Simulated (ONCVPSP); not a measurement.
# u(r) = r·R(r): atom against pseudo-atom (phosphorus (P))

Columns: radius, all-electron u(r) and pseudo u(r) of the 3p shell (level -9.75 eV) of phosphorus in the configuration [Ne] 3s2 3p2.5; LDA (Perdew-Wang 92), scalar-relativistic, ONCV scheme, ONCVPSP 4.0.1.

| r (bohr) | all-electron | pseudo |
| --- | --- | --- |
| 0.095 | -0.1310 | 0.0052 |
| 0.190 | -0.2714 | 0.0209 |
| 0.285 | -0.3175 | 0.0471 |
| 0.380 | -0.2827 | 0.0831 |
| 0.475 | -0.1975 | 0.1277 |
| 0.570 | -0.0868 | 0.1788 |
| 0.665 | 0.0325 | 0.2342 |
| 0.760 | 0.1499 | 0.2922 |
| 0.855 | 0.2589 | 0.3514 |
| 0.950 | 0.3564 | 0.4108 |
| 1.045 | 0.4408 | 0.4691 |
| 1.140 | 0.5119 | 0.5244 |
| 1.235 | 0.5700 | 0.5745 |
| 1.330 | 0.6160 | 0.6171 |
| 1.425 | 0.6508 | 0.6509 |
| 1.520 | 0.6756 | 0.6756 |
| 1.615 | 0.6917 | 0.6917 |
| 1.710 | 0.7001 | 0.7001 |
| 1.805 | 0.7020 | 0.7020 |
| 1.900 | 0.6983 | 0.6982 |
| 1.995 | 0.6899 | 0.6899 |
| 2.090 | 0.6778 | 0.6778 |
| 2.185 | 0.6626 | 0.6626 |
| 2.280 | 0.6449 | 0.6449 |
| 2.375 | 0.6253 | 0.6253 |
| 2.470 | 0.6043 | 0.6043 |

Question: How many radial nodes do the two functions have?

Answer: The all-electron 3p function has n − l − 1 = 1; the pseudo-wave has 0, since the states of the same l below it are removed with the core.

Question: At about which radius was the pseudo-wave matched?

Answer: 1.90 bohr. The columns agree to 0.0005 from 1.43 bohr on; several derivatives are matched, so the curves merge somewhat inside the radius.

Question: Where does each function peak?

Answer: Outermost all-electron maximum near 1.80 bohr, pseudo maximum near 1.80 bohr (to the table’s step).

Question: Is the pseudo-wave norm-conserving?

Answer: Yes: the ONCV scheme keeps the norm inside the radius equal to the all-electron one, which fixes the energy derivative of the logarithmic derivative at the level.
